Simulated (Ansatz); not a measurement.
Q: Name a neutral molecule of Br, N, Se, Si and H with LUMO energy (PBE/def2-TZVPP) between -1.45 and -1.15 eV and HOMO energy (PBE/def2-TZVPP) between -6.15 and -5.85 eV (Ansatz, PBE0-D4/def2-TZVP geometry).

A: `N[SiH]([SeH])Br` (-1.29 eV, -6.11 eV). Other molecules can fit too; these were computed, each in one conformer that needn't be the lowest.
